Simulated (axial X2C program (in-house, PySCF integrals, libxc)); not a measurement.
## Worked dissociation energy of NbTe: PBE0, without spin–orbit coupling

All values were computed with an axial X2C code built on PySCF integrals. Spin-free means the one-electron spin-free X2C Hamiltonian. Basis: Te dyall-cv3z [11s12p8d4f1g], Nb dyall-cv3z [11s12p9d5f3g] (cores contracted in-house); Gaussian nuclei, density fitting, unrestricted open shells. Masses: Te 129.906 u, Nb 92.906 u.

Molecular state: M_S = 3/2, Λ = 0 (beyond evenly filled blocks: σα, δ+α, δ-α).

* E(Te) (2M_S = 2, M_L = 0): -6793.441327 hartree
* E(Nb) (2M_S = 5, M_L = 0): -3819.076362 hartree
* E(NbTe) at Re: -10612.654921 hartree
* ωe: 290.2 cm⁻¹
* ωexe: 0.594 cm⁻¹

Task: Work out De and D0.

Result: De = -6793.441327 + (-3819.076362) − (-10612.654921) = 0.13723 hartree = 3.734 eV. The zero-point energy is ωe/2 − ωexe/4 = 145 cm⁻¹ = 0.018 eV, so D0 = 3.716 eV.

Occupations by symmetry block were frozen at the best pattern of an incomplete PBE0 search. Dissociation energies refer to the lowest single-determinant-based atoms at the same level and basis. The determinant is spin-polarised beyond a pure state at some levels (its spin-free form has ⟨S²⟩ too high), which makes Re and μ there less reliable. Spin-free De lacks the spin–orbit lowering of the heavy p-block atom, a tenth of an eV or more for 4p and 5p, up to an eV for 6p and one to two eV for 7p atoms, less what an open-shell molecule gains itself.

Each atomic determinant is the lowest at this level and need not be a pure term. Totals compare only within one Hamiltonian and basis.
